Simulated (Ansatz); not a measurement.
Compare A (`CC[Si]OC`) with its isomer B (`O[SiH]1CCC1`).

Computed with Ansatz on PBE0-D4/def2-TZVP structures; ΔE is electronic, products minus reactants. CCSD(T)/CBS adds triple-zeta CCSD(T) − MP2 to the extrapolated MP2 energy (def2 sets, frozen cores). Functionals use def2-TZVPP. B3LYP here is the variant with VWN-RPA as its local correlation; programs differ in this. Each species was taken in one conformer, which may not be the lowest.

**Question.** Which is lower in electronic energy at CCSD(T)/CBS, and by how much? (Best estimate.)

**Answer.** Computed: B, by 139.4 kJ/mol.

**Question.** Give E(B) − E(A) in kJ/mol with r2SCAN-D4, CCSD(T)/def2-TZVPP, B2PLYP, PBE0-D4, HF/def2-TZVPP, ωB97M-V, B3LYP-D4. (An estimate is asked.)

**Answer.** Ansatz gave: r2SCAN-D4 -146.8, CCSD(T)/def2-TZVPP -134.0, B2PLYP -129.7, PBE0-D4 -143.9, HF/def2-TZVPP -129.4, ωB97M-V -132.9, B3LYP-D4 -117.0. None reverses the order clearly.

Largest T1 diagnostic: 0.013.

In def2-TZVPP, CCSD(T) changes the Hartree–Fock value by −4.5 kJ/mol (the triples alone add −0.0 kJ/mol) and MP2 by −24.6 kJ/mol. From PBE to PBE0 (25 % exact exchange), in def2-TZVPP and without D4, E(B) − E(A) moves by −15.0 kJ/mol.
